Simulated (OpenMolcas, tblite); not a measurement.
# CH5BO2 (SMILES COBO): the vertical ionisation energy, rung by rung

CH5BO2 has 9 atoms, charge 0, and is taken as a singlet. SMILES: `COBO`. The shape is that of a PBE0-D4/def2-TZVP optimisation. This is one conformer, not always the lowest.

Quantity: the vertical ionisation energy (to the doublet cation), in eV. The values are calculated.

```json
{"level": "IPEA1-xTB", "kind": "semi-empirical", "program": "tblite", "value (eV)": "16.12", "less CCSD(T)/cc-pVDZ": "+5.17", "CPU time (all runs)": "under 2 s"}
{"level": "HF/cc-pVDZ", "kind": "Hartree–Fock", "program": "OpenMolcas", "value (eV)": "10.26", "less CCSD(T)/cc-pVDZ": "-0.69", "CPU time (all runs)": "21 s"}
{"level": "SVWN5/cc-pVDZ", "kind": "LDA", "program": "OpenMolcas", "value (eV)": "11.12", "less CCSD(T)/cc-pVDZ": "+0.17", "CPU time (all runs)": "1.8 min"}
{"level": "revPBE/cc-pVDZ", "kind": "GGA", "program": "OpenMolcas", "value (eV)": "10.37", "less CCSD(T)/cc-pVDZ": "-0.58", "CPU time (all runs)": "2.4 min"}
{"level": "M06-L/cc-pVDZ", "kind": "meta-GGA", "program": "OpenMolcas", "value (eV)": "10.59", "less CCSD(T)/cc-pVDZ": "-0.36", "CPU time (all runs)": "3.1 min"}
{"level": "BHLYP/cc-pVDZ", "kind": "global hybrid", "program": "OpenMolcas", "value (eV)": "10.98", "less CCSD(T)/cc-pVDZ": "+0.03", "CPU time (all runs)": "1.9 min"}
{"level": "M06-2X/cc-pVDZ", "kind": "hybrid meta-GGA", "program": "OpenMolcas", "value (eV)": "11.15", "less CCSD(T)/cc-pVDZ": "+0.20", "CPU time (all runs)": "3.3 min"}
{"level": "CCSD(T)/cc-pVDZ, open shells restricted", "kind": "coupled cluster or CI", "program": "OpenMolcas", "value (eV)": "10.95", "less CCSD(T)/cc-pVDZ": "0.00", "CPU time (all runs)": "2.6 min"}
```

Differences are taken from CCSD(T)/cc-pVDZ, open shells restricted for orientation; it has basis-set and higher-order errors of its own. The values span 10.26 to 16.12 eV. The xTB values lack the empirical shift that such differences need. Times are those of the runs behind each value, whatever else they computed, on shared processors of several kinds: orders of magnitude only.
